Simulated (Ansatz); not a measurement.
B(NCO)(OH)2 (CH₂BNO₃), SMILES O=C=NB(O)O.

Geometry: ωB97X-D3(BJ)/def2-SVP. The structure was generated by enumeration, and PubChem lists no compound with its InChIKey, so it may never have been made. The values are those of a single conformer.

Two levels are set side by side: PBE/def2-SVPD (Ansatz, a program for electronic structure) and CAM-B3LYP/def2-SVPD (Ansatz). Energy differences of separate SCF runs at the same geometry; the states with an electron removed or added have multiplicity 2 and 2. Differences are taken from unrounded values.

```
quantity                           CAM-B3LYP    PBE  PBE minus CAM-B3LYP
---------------------------------  ---------  -----  -------------------
vertical ionisation energy (eV)        11.58  10.92                -0.66
vertical singlet–triplet gap (eV)       6.52   6.17                -0.35
```
